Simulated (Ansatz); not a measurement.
Reaction (cleavage of the Si–Sn bond): `CO[SiH2][SnH3]` + HCl → `CO[SiH2]Cl` + `[SnH4]`

Isolated molecules relaxed with PBE0-D4/def2-TZVP in Ansatz; ΔE leaves out vibrations. CCSD(T)/CBS is the MP2 limit (def2-TZVPP, def2-QZVPP) plus CCSD(T) − MP2 in def2-TZVPP, frozen cores. This one scheme is used for every species. DFT in def2-TZVPP. B3LYP here is the variant with VWN-RPA as its local correlation; programs differ in this. Elements past krypton have def2 core potentials. For Sn outer-core shells are correlated without core-valence functions, which leaves a few kJ/mol of doubt a bond. One conformer a species, not always the lowest.

`CO[SiH2][SnH3]`:

Cartesian coordinates in Å:
```
C -1.808 -0.452 0.810
O -1.475 -0.215 -0.537
Si 0.030 -0.491 -1.145
Sn 1.826 0.940 0.024
H -1.658 -1.503 1.083
H -1.212 0.171 1.488
H -2.861 -0.204 0.950
H -0.045 -0.156 -2.587
H 0.401 -1.929 -0.992
H 1.931 0.593 1.696
H 1.507 2.612 -0.133
H 3.363 0.633 -0.658
```

HCl:

Z-matrix (Å, degrees):
```
Cl
H 1 1.279
```

`CO[SiH2]Cl`:

Cartesian coordinates in Å:
```
C -1.075 -0.084 -0.865
O -0.552 0.509 0.306
Si 0.960 0.277 0.855
Cl 1.278 -1.699 1.332
H -2.042 0.375 -1.073
H -1.215 -1.160 -0.728
H -0.416 0.080 -1.725
H 1.096 1.087 2.080
H 1.965 0.613 -0.182
```

`[SnH4]`:

```xyz
5

Sn    0.000    0.000    0.000
H     1.343    0.353    0.988
H    -0.115    1.164   -1.239
H    -1.420    0.030    0.941
H     0.192   -1.546   -0.689
```

CCSD(T)/CBS gives -21.1 kcal/mol.

Q: Another level gave -22.6 kcal/mol. Which?
A. B3LYP-D4/def2-TZVPP
B. PBE/def2-TZVPP
C. HF/def2-TZVPP
D. B3LYP/def2-TZVPP

A: D. B3LYP -22.6, PBE -19.9, B3LYP-D4 -21.7, HF/def2-TZVPP -26.9 kcal/mol.

Largest T1 diagnostic among the species: 0.013.

From PBE to PBE0 (25 % exact exchange), in def2-TZVPP and without D4, ΔE moves by −1.3 kcal/mol. The D4 term adds +1.0 kcal/mol with B3LYP and +0.6 kcal/mol with PBE0; it sums over pairs of atoms, weighted by their polarisabilities, and B3LYP, whose exchange is more repulsive, gets the larger term. In def2-TZVPP, CCSD(T) changes the Hartree–Fock value by +5.0 kcal/mol (the triples alone add +0.4 kcal/mol) and MP2 by +4.0 kcal/mol.
